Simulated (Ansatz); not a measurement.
Mulliken charges of CH₅BCl₂Sn (`B[CH2][SnH]([Cl])[Cl]`) from PBE/def2-TZVPP in Ansatz (PBE0-D4/def2-TZVP geometry).

```csv
atom,x (Å),y (Å),z (Å),charge (e)
B1,-0.795,0.621,1.249,-0.152
C2,-0.244,-0.711,0.719,-0.370
Sn3,0.798,-0.144,-1.075,0.890
Cl4,-0.381,-1.028,-2.866,-0.332
Cl5,0.740,2.163,-1.352,-0.324
H6,-1.856,1.026,0.875,0.036
H7,-0.147,1.284,2.005,0.030
H8,-0.975,-1.429,0.342,0.158
H9,0.526,-1.200,1.319,0.150
H10,2.419,-0.632,-1.215,-0.086
```

Problem. By hand: the dipole of these point charges (1 e Å = 4.8032 D).

Solution. Σ q r = (0.454, -0.595, 0.425) e Å, of length 0.861 e Å = 4.14 D.

Problem. How does the dipole of the full density compare? (An estimate is asked.)

Solution. Computed: (0.256, -0.429, 0.357) e Å, 2.95 D; the point charges give 1.40 times that, at 8° from its direction.

Point charges leave out the atoms' own dipoles, such as those of lone pairs, and Mulliken's split depends on the basis, so the two needn't agree.
